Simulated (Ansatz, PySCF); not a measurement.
ZnH, SMILES [ZnH+] (connectivity only; charge and spin as stated), charge +1, multiplicity 1. Atoms are numbered in the order given.

```xyz
2

Zn     0.0000     0.0000    -0.0469
H      0.0000     0.0000     1.4867
```
Charge +1, spin multiplicity 1.

Coordinates come from a PBE0-D3(BJ)/def2-TZVPD optimisation. The spin state was assumed, not searched.

Two levels are set side by side: PBE-D3(BJ)/def2-TZVPD (Ansatz, a quantum-chemistry and plane-wave program) and PBE0-D3(BJ)/def2-TZVPD (Ansatz). Each level has its own optimised geometry; the coordinates shown are those of the second. Frequencies come from the Hessian of PySCF at each geometry. Differences are taken from unrounded values.

```csv
quantity,PBE0-D3(BJ),PBE-D3(BJ),PBE-D3(BJ) minus PBE0-D3(BJ)
bond Zn1–H2 (Å),1.534,1.539,0.005
highest harmonic wavenumber (cm⁻¹),1907,1847,-60
mean harmonic wavenumber (cm⁻¹),1907,1847,-60
zero-point energy (kcal/mol),2.73,2.64,-0.09
```
